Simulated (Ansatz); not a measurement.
`OC[NH][AlH2]` + `N=C=O` → `O=C=NCO` + `[NH2][AlH2]`  (substitution at a C–N bond)

Gas-phase electronic energies from Ansatz, PBE0-D4/def2-TZVP geometries. CCSD(T)/CBS is the MP2 limit (def2-TZVPP, def2-QZVPP) plus CCSD(T) − MP2 in def2-TZVPP, frozen cores. This one scheme is used for every species. Functionals use def2-TZVPP. HSE06 is defined as in plane-wave codes. One conformer a species, not always the lowest.

(1) Is it downhill or uphill in electronic energy at CCSD(T)/CBS, and by how much? (Estimate.)

(2) What do these levels give: revPBE-D4, r2SCAN-D4, r2SCAN0-D4, HSE06-D4, BLYP, r2SCANh, HSE06, LC-ωPBE, MP2/def2-SVP, MP2/def2-TZVPP, HF/def2-QZVPP, CCSD/CBS(def2)? (Estimate.)

Largest T1 diagnostic among the species: 0.018.

Answers

(1) Computed: Nearly level: ΔE = +0.02 eV.

(2) Ansatz gave: revPBE-D4 0.02, r2SCAN-D4 0.01, r2SCAN0-D4 0.01, HSE06-D4 0.01, BLYP -0.02, r2SCANh 0.00, HSE06 0.00, LC-ωPBE -0.01, MP2/def2-SVP -0.02, MP2/def2-TZVPP 0.00, HF/def2-QZVPP -0.04, CCSD/CBS(def2) 0.01 eV.

Leaving LDA and LC-ωPBE aside and taking each functional with its dispersion term where it has one, the values, not all of them listed here, spread over 0.03 eV, from B2PLYP to revPBE-D4. In def2-TZVPP, CCSD(T) changes the Hartree–Fock value by +0.06 eV (the triples alone add +0.00 eV) and MP2 by +0.04 eV.
